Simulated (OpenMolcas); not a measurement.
## Pd2+: ligand-field states by method

Pd2+ with 6 ligands (fluoride) in octahedral coordination (Oh) at 2.17 Å. A charge of +0.667 e stands 2.8 Å behind each ligand. Ligand basis ANO-RCC-VDZP.
```
Pd    0.0000    0.0000    0.0000
F     2.1700    0.0000    0.0000
F     0.0000    2.1700    0.0000
F    -2.1700    0.0000    0.0000
F     0.0000   -2.1700    0.0000
F     0.0000    0.0000    2.1700
F     0.0000    0.0000   -2.1700
```

| Property | Result |
| --- | --- |
| Program | OpenMolcas |
| Basis | ANO-RCC-VDZP [6s5p3d1f] |
| Scalar Hamiltonian | DKH2, point nucleus |
| Active space | 8 electrons in 5 orbitals (4d) |
| State averaging | 2S+1 = 3 even, 10 roots; 2S+1 = 1 even, 15 roots |
| Spin-orbit coupling | state interaction with AMFI integrals over the reference wave functions |

I. CASSCF
II. SS-CASPT2, IPEA 0.25 Eh, imaginary shift 0.1 Eh (closed shells correlated: 4s 4p and the ligand valence shells)

Spin-free states (labels of O, the rotations of Oh) in cm-1, each column counted from its own energy of the first state listed:

```csv
State,Degeneracy,I,II
3A2,1,0,0
3T2,3,9853,11610
1E,2,13639,10190
3T1,3,16021,17340
1A1,1,22645,18730
1T2,3,23191,21600
3T1,3,26940,27300
1T1,3,27457,26280
1E,2,35367,36540
1T2,3,35766,36760
1A1,1,58887,53910
```

From I to II, I's first state of the same spin (3T2) moves from 9853 to 11610 cm-1, by about +1800 cm-1.

From I to II, I's first state of another spin (1E) moves from 13639 to 10190 cm-1, by about -3500 cm-1.

I: A least-squares ligand-field fit to the states below 45000 cm-1, each weighted by its degeneracy and with a free common offset, gives 10Dq = 9994 cm-1, B = 886 cm-1 and C = 3534 cm-1 (C/B = 3.99), with an rms deviation of 62 cm-1. The same method and metal basis give the free ion B = 935 cm-1 (fit to its terms below 60000 cm-1, rms deviation 8 cm-1), so the nephelauxetic ratio is β = 886 / 935 = 0.95; it hangs on how both fits weigh the states, and computed free-ion B values tend to be too large, so β mixes covalency with correlation.

χT at 300 K: I 1.57, II 1.49 cm3 K/mol.

Roots that are degenerate in the reference are averaged as groups; the widest CASPT2 spread within a group is 610 cm-1 (the 3-fold group of multiplicity 1 near 21600 cm-1 above the lowest state of its run, II). Shifts and gaps below about the spread of the groups concerned are not significant. Over all roots computed the reference weight is 0.69 to 0.70 in II; a low but even weight reflects the number of correlated electrons. Real 4d8 and 5d8 ions are as a rule square planar and diamagnetic. Ligand-to-metal charge-transfer states are missing. With no ligand orbital active B as a rule stays too high, so bands that hang on it stand too high and its fall with covalency is understated. Without dynamic correlation the repulsion within the d shell is too large (B by tens of per cent), so at a given field states of lower spin stand too high (holds for I). With metal d orbitals alone the field can be off either way by tens of per cent (holds for I). With one d shell and no ligand orbital active, 10Dq can be off by a tenth or more (holds for II). Free-ion shares, where given, are those of the reference states; single-state CASPT2 does not remix them (holds for II). No measured value stands beside these numbers; the geometry was imposed, not optimised, and the real ion may take another.
